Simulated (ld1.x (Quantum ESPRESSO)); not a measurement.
Configuration tests for C (Z = 6) (TM)

```json
{"Element": "carbon (C)", "Generator": "ld1.x (Quantum ESPRESSO) 7.5", "Type": "norm-conserving Troullier–Martins (Kleinman–Bylander form)", "Functional": "PBE", "Relativity": "non-relativistic", "Frozen core": "[He]", "Valence charge": "4", "Reference configuration": "2s1.5 2p2.5", "Partial waves": "2s (bound): rc 1.10 bohr; 2p (bound): rc 2.10 bohr; 3d channel at 0.2 Ry: rc 1.95 bohr", "Local potential": "all-electron potential smoothed inside 1.35 bohr (lloc = -1)", "Core correction": "none"}
```

Energies are relative to the spin-unpolarised reference configuration 2s1.5 2p2.5; without spin polarisation the order of configurations can differ from experiment.

Give the all-electron excitation energy and the error of the potential for: 2s2 2p2; 2s2 2p1; 2s2 2p0; 2s2 2p1.5; 2s1 2p0; 2s2 2p2.3; 2s0 2p4.

```tsv
valence configuration	charge	ΔE all-electron (eV)	error AE − PS (meV)
2s2 2p2	0	-4.229	-0.4
2s2 2p1	+1	6.637	+58
2s2 2p0	+2	30.796	+416
2s2 2p1.5	+0.5	-0.263	+14
2s1 2p0	+3	78.969	+856
2s2 2p2.3	-0.3	-5.388	-3.2
2s0 2p4	0	12.716	-9.6
```

Levels in the configuration 2s2 2p2:

```tsv
level	all-electron (eV)	pseudo (eV)
2s	-13.739	-13.724
2p	-5.289	-5.275
```
